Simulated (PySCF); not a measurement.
C₃H₅BFNO.

```xyz
12

C     -2.2730     0.1982    -0.1157
N     -0.9193     0.0209    -0.6090
C     -0.2034    -1.2125    -0.2662
C      0.9207    -0.6727     0.2464
F      2.0862    -1.2244     0.5695
B      0.2590     0.7270    -0.0533
O      0.5441     2.0249     0.1162
H     -2.3781     0.0161     0.9756
H     -2.9707    -0.4802    -0.6355
H     -2.6128     1.2262    -0.3222
H     -0.5555    -2.2216    -0.5053
H     -0.1370     2.6211    -0.2244
```

Coordinates come from a B3LYP-D3(BJ)/def2-SVP optimisation. This is a generated structure with no PubChem entry under its InChIKey; it may be hypothetical. Other conformers were not sampled.

Calculation: PBE/pcSseg-1 run with PySCF. Non-relativistic, no solvent.

Task: Give the absolute GIAO shielding of each atom: isotropic value and principal components (ppm). (The exact figures need the calculation; the answer reports its results.)

Result: 
```csv
atom,σ(iso),σ11,σ22,σ33,span
C1,142.1,112.3,133.1,181.0,68.7
N2,189.8,154.1,190.8,224.5,70.4
C3,25.9,-79.8,57.4,100.1,179.9
C4,24.2,-62.2,60.2,74.5,136.7
F5,287.2,204.5,245.9,411.3,206.7
B6,60.1,42.3,61.0,77.0,34.7
O7,189.3,83.3,189.4,295.2,211.9
H8,29.0,25.6,27.2,34.4,8.8
H9,28.7,24.7,27.0,34.2,9.5
H10,28.8,25.2,27.2,34.2,9.0
H11,24.5,22.2,24.9,26.3,4.1
H12,26.6,21.6,23.9,34.1,12.5
```
